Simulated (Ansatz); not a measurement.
Total energies of `C[O][Ta](=[O])([F])[N](C)C`.

| atom | x (Å) | y (Å) | z (Å) |
| --- | --- | --- | --- |
| C1 | 2.1086 | 0.0631 | -2.3530 |
| O2 | 0.8162 | 0.0445 | -1.8124 |
| Ta3 | -0.4329 | -0.9424 | -0.7897 |
| O4 | 0.2091 | -2.4810 | -0.3549 |
| F5 | -2.0638 | -1.1207 | -1.7499 |
| N6 | -0.7494 | -0.0102 | 0.9180 |
| C7 | -0.5669 | -0.5035 | 2.2664 |
| C8 | -1.1911 | 1.3711 | 0.8826 |
| H9 | 2.0532 | 0.2834 | -3.4225 |
| H10 | 2.7010 | 0.8432 | -1.8666 |
| H11 | 2.6088 | -0.8999 | -2.2143 |
| H12 | 0.1723 | 0.1020 | 2.8071 |
| H13 | -0.2220 | -1.5365 | 2.2477 |
| H14 | -1.5085 | -0.4595 | 2.8286 |
| H15 | -0.4661 | 2.0310 | 1.3759 |
| H16 | -2.1594 | 1.4896 | 1.3842 |
| H17 | -1.3093 | 1.7257 | -0.1471 |

Total charge 0; spin multiplicity 1. Correlated methods include outer-core shells of Ta, which these sets cover unevenly. Ta: def2 effective core potential. Geometry: relaxed with PBE0-D4/def2-TZVP. It is one conformer, not always the lowest. Basis def2-TZVPP, Ansatz.

RPA on PBE orbitals: Hartree–Fock energy of these orbitals -479.12270 Eh, correlation -2.88109 Eh (frozen core).

```json
{"functional": "LDA (SPW92)", "energy without D4 (Eh)": "-478.83877", "D4 term (kJ/mol)": "–"}
{"functional": "PBE", "energy without D4 (Eh)": "-481.76840", "D4 term (kJ/mol)": "-37.4"}
{"functional": "BLYP", "energy without D4 (Eh)": "-482.09446", "D4 term (kJ/mol)": "-79.4"}
{"functional": "r2SCAN", "energy without D4 (Eh)": "-482.03147", "D4 term (kJ/mol)": "-10.1"}
{"functional": "PBE0", "energy without D4 (Eh)": "-481.73021", "D4 term (kJ/mol)": "-32.1"}
{"functional": "r2SCANh", "energy without D4 (Eh)": "-481.98185", "D4 term (kJ/mol)": "-10.7"}
{"functional": "BHLYP", "energy without D4 (Eh)": "-481.86025", "D4 term (kJ/mol)": "-47.1"}
{"functional": "LC-ωPBE", "energy without D4 (Eh)": "-481.97640", "D4 term (kJ/mol)": "–"}
{"functional": "B2PLYP", "energy without D4 (Eh)": "-481.80714", "D4 term (kJ/mol)": "–"}
```

Task: Give the same for revPBE, B97M-V, B3LYP, r2SCAN0, HSE06 (plane-wave form), CAM-B3LYP, ωB97X-V, ωB97M-V. (An estimate is asked.)

Result: Ansatz gave: 
| functional | energy without D4 (Eh) | D4 term (kJ/mol) |
| --- | --- | --- |
| revPBE | -482.14052 | -107.3 |
| B97M-V | -482.12929 | – |
| B3LYP | -482.24196 | -59.4 |
| r2SCAN0 | -481.91017 | -11.8 |
| HSE06 (plane-wave form) | -481.70861 | -30.1 |
| CAM-B3LYP | -482.00460 | -32.8 |
| ωB97X-V | -482.04444 | – |
| ωB97M-V | -481.96676 | – |

B3LYP takes the VWN-RPA correlation (the form of Gaussian; ORCA's B3LYP/G). HSE06 is the plane-wave form, built on full-range PBE exchange. The double hybrids freeze the cores in their second-order part.

LC-ωPBE has ω = 0.4 bohr⁻¹.
